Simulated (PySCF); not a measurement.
NICS in rings of unrelated molecules.

Probes without a nucleus sit at each ring's centroid and 1 Å off its mean plane on both sides; NICS is minus the shielding there, NICSzz its component along the normal. Level: GIAO PBE0/pcSseg-1 (PySCF, non-relativistic, gas phase) on the GFN2-xTB geometries, one conformer each. Atom numbers follow the mapped SMILES.

Question: Order these rings by mean NICS(1)zz, lowest (most negative) first (ppm).
A. ring P3–C5–C6 in `[CH:1]#[C:2][P@@:3]1(=[O:4])[CH:5]=[C:6]1[O:7][CH3:8]`
B. ring C3–C4–N5–C7–P8 in `[CH3:1][CH2:2][c:3]1[cH:4][n:5]([CH3:6])[cH:7][p:8]1`
C. ring P2–C3–C4–C5–C6 in `[S:1]=[PH:2]1[CH:3]=[CH:4][CH:5]=[CH:6]1`
D. ring Si4–O5–C6–C7–S8 in `[CH2:1]=[C:2]([CH3:3])[Si@H:4]1[O:5][CH:6]=[CH:7][S:8]1`
E. ring C3–P4–C5–C6–P8–C9 in `[CH2:1]=[CH:2][c:3]1[p:4][cH:5][c:6]([CH3:7])[p:8][c:9]1[C:10]#[N:11]`
F. ring C3–C4–C5 in `[N:1]#[C:2][C@@H:3]1[CH2:4][C@:5]1([CH2:6][F:7])[S:8](=[O:9])(=[O:10])[O-:11]` (charge -1)
G. ring C2–C3–P4–C5–S6 in `[CH3:1][c:2]1[cH:3][p:4][cH:5][s:6]1`

Answer: B (-26.6), G (-25.1), F (-23.7), E (-19.6), A (-7.9), D (-3.9), C (-2.2).

```json
{"SMILES": "CCc1cn(C)cp1", "ring": "5-membered ring with N and P; formal bonds all aromatic", "NICS(0)": "-12.5", "NICS(1)": "-10.9", "NICS(1)zz": "-26.6", "HOMA": "0.83", "rms pucker (Å)": "0.00", "ring atoms with four or more neighbours": "0"}
{"SMILES": "Cc1cpcs1", "ring": "5-membered ring with P and S; formal bonds all aromatic", "NICS(0)": "-11.1", "NICS(1)": "-11.0", "NICS(1)zz": "-25.1", "HOMA": "0.74", "rms pucker (Å)": "0.00", "ring atoms with four or more neighbours": "0"}
{"SMILES": "N#C[C@@H]1C[C@]1(CF)S(=O)(=O)[O-]", "ring": "3-membered carbocycle; formal bonds all single", "NICS(0)": "-43.5", "NICS(1)": "-9.5", "NICS(1)zz": "-23.7", "HOMA": "–", "rms pucker (Å)": "0.00", "ring atoms with four or more neighbours": "3"}
{"SMILES": "C=Cc1pcc(C)pc1C#N", "ring": "6-membered ring with 2 P; formal bonds all aromatic", "NICS(0)": "-5.6", "NICS(1)": "-8.8", "NICS(1)zz": "-19.6", "HOMA": "0.78", "rms pucker (Å)": "0.00", "ring atoms with four or more neighbours": "0"}
{"SMILES": "C#C[P@@]1(=O)C=C1OC", "ring": "3-membered ring with P; formal bonds 1 double, 2 single", "NICS(0)": "-20.1", "NICS(1)": "-7.4", "NICS(1)zz": "-7.9", "HOMA": "–", "rms pucker (Å)": "0.00", "ring atoms with four or more neighbours": "1"}
{"SMILES": "C=C(C)[Si@H]1OC=CS1", "ring": "5-membered ring with O, S and Si; formal bonds 1 double, 4 single", "NICS(0)": "-6.3", "NICS(1)": "-3.1", "NICS(1)zz": "-3.9", "HOMA": "–", "rms pucker (Å)": "0.01", "ring atoms with four or more neighbours": "1"}
{"SMILES": "S=[PH]1C=CC=C1", "ring": "5-membered ring with P; formal bonds 2 double, 3 single", "NICS(0)": "-0.6", "NICS(1)": "-3.2", "NICS(1)zz": "-2.2", "HOMA": "–", "rms pucker (Å)": "0.02", "ring atoms with four or more neighbours": "1"}
```

NICS(0) gives another order. The isotropic NICS(1) gives another order. HOMA uses Krygowski's 1993 parameters; it is left out where a ring has a four-coordinate atom, a triple bond, no multiple bond or a kind of bond without parameters. NICS(1) and NICS(1)zz are means over the two faces.
